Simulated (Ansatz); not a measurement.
Geometry optimisation, Ansatz 0.2.0, RKS BLYP-D4/def2-SVP.

The input (input.yaml):

```yaml
crystal:
  periodic: [false, false, false]
  atoms:
    - { symbol: In, position_ang: [-0.215252, -0.114462, 0.161305] }
    - { symbol: O, position_ang: [-0.339553, -0.566142, 2.111047] }
    - { symbol: H, position_ang: [-1.125225, -1.109363, 2.336376] }
    - { symbol: Cl, position_ang: [2.034155, 0.67005, -0.321762] }
    - { symbol: O, position_ang: [-1.394239, -0.268495, -1.464907] }
    - { symbol: H, position_ang: [-2.336947, -0.37496, -1.208934] }
    - { symbol: O, position_ang: [0.311863, 2.33264, 2.103584] }
    - { symbol: Al, position_ang: [2.012008, 2.526477, 1.672181] }
    - { symbol: H, position_ang: [3.104376, 1.809957, 2.585718] }
    - { symbol: H, position_ang: [2.290517, 3.794415, 0.75861] }
    - { symbol: H, position_ang: [0.070898, 1.539883, 2.651082] }
basis:
  gaussian: { orbitals: def2-SVP }
hamiltonian:
  xc: blyp
  dispersion: d4
relax:
  f_tol: 0.03
  max_steps: 50
output:
  orbitals: {}
```

Command:

```bash
$ ansatz run input.yaml --threads 4 --pin off --max-ram 5120MiB --backend cpu --events-out ev --progress --plain --runs-dir out
```

Problem. Where does it end, and by what steps?

Solution. The forces met the threshold. After 12 steps the energy has fallen by 0.868 eV; H3 moved furthest, 0.96 Å. Joined: In1–O7 (3.17 → 2.20 Å).

```csv
step,energy less start (eV),largest force component (eV/Å),accepted
0,0.0000,0.936,yes
1,-0.1723,0.926,yes
2,-0.4097,1.279,yes
3,-0.5893,1.494,yes
4,-0.7208,0.379,yes
5,-0.7779,0.562,yes
6,-0.8069,0.906,yes
7,-0.8406,0.244,yes
8,-0.8544,0.417,yes
9,-0.8616,0.270,yes
10,-0.8668,0.043,yes
11,-0.8674,0.079,yes
12,-0.8684,0.028,yes
```

```xyz
11
Properties=species:S:1:pos:R:3
In -0.282 0.115 0.644
O -0.650 -1.020 2.286
H -0.793 -1.952 2.021
Cl 2.233 0.344 0.110
O -1.200 0.367 -1.144
H -2.162 0.222 -1.025
O 0.232 1.991 1.678
Al 2.022 2.385 1.309
H 2.870 2.292 2.654
H 2.163 3.539 0.229
H -0.021 1.958 2.623
```

Whether the end is a true minimum wasn't checked by a vibrational analysis.

Time of the run: 21 s on 4 threads of Arm Neoverse V2, on a shared host, peak memory 0.2 GiB.
